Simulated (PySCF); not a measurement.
## SbO₂⁻, singlet: structure and spectrum

Method: PySCF, PBE0, basis Sb x2c-TZVPall, O x2c-TZVPall (spin-free X2C, no spin–orbit coupling, density fitting).

The structure is a minimum.

```xyz
3
charge -1 multiplicity 1, angstrom
Sb    0.0000    0.0000   -0.2195
O     1.5189    0.0000    0.8317
O    -1.5189    0.0000    0.8317
```

```
Point group                                                                   : C2v
Bond lengths                                                                  : Sb–O 1.847 Å (×2)
Bond angles                                                                   : O–Sb–O 110.6°
Enthalpy at 298.15 K above 0 K                                                : 11.50 kJ/mol
Dipole moment about the centre of mass                                        : 4.68 D
Rotational constants                                                          : 0.6031, 0.2284, 0.1657 cm⁻¹
Entropy at 298.15 K and 1 bar                                                 : 273.5 J/(mol K)
Lowest empty level                                                            : 3.18 eV
Principal polarisabilities                                                    : 35.0, 44.0, 56.1 bohr³
Highest occupied level                                                        : -1.01 eV
Rotational symmetry number                                                    : 2
Zero-point energy                                                             : 11.3 kJ/mol
Heat capacity Cp at 298.15 K                                                  : 45.9 J/(mol K)
Principal quadrupole moments (Buckingham, traceless) about the centre of mass : -14.47, 1.22, 13.24 D Å
```

Harmonic modes (masses in u: Sb 120.904, O 15.995):
```
symmetry  ω (cm⁻¹)  IR (km/mol)     type
      a1       279         34.5     bend
      b2       798          180  stretch
      a1       804         45.1  stretch
```

In C2v the vibrations span 2a1 + b2. Here b1 is antisymmetric to the molecular plane and b2 lies in it.

Charges (e):
```tsv
atom	Mulliken	Löwdin	polar tensor	Mayer order to Sb1
Sb1	0.62	0.41	0.69	–
O2,3	-0.81	-0.71	-0.85	1.60
```

Mulliken populations on Sb1: s 9.89, p 20.07, d 20.32, f 0.09.

Counting electrons, antimony keeps 2 of its valence electrons outside its bonds, so the VSEPR class is AX2E1 and the expected shape is bent (C2v), as computed.

Other isomers or separated fragments may lie lower. The lowest empty level of this anion is unbound, so it and the gap depend on the basis. The basis has no diffuse functions, which an anion would want.

The final relaxation and frequency run took roughly 100 core-seconds on a shared host.
